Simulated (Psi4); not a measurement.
A dimer, CH2O ··· O2S (SMILES C=O and O=S=O); the first 4 atoms form monomer A.

```
7

C     -0.0058     0.0011    -0.0001
O      1.1710    -0.2278     0.0088
H     -0.7618    -0.8081    -0.0056
H     -0.4034     1.0348    -0.0031
O      2.9903     1.0915     1.8033
S      2.1023     1.7435     0.8782
O      0.8702     2.2982     1.3719
```

Problem. What interaction energy does SAPT0/jun-cc-pVDZ, frozen core (Psi4) give, and which attractive term is the largest?

Solution. Total -1.22 kcal/mol: electrostatics -24.01, exchange 41.82, induction -12.49, dispersion -6.55. The most attractive term is electrostatics.
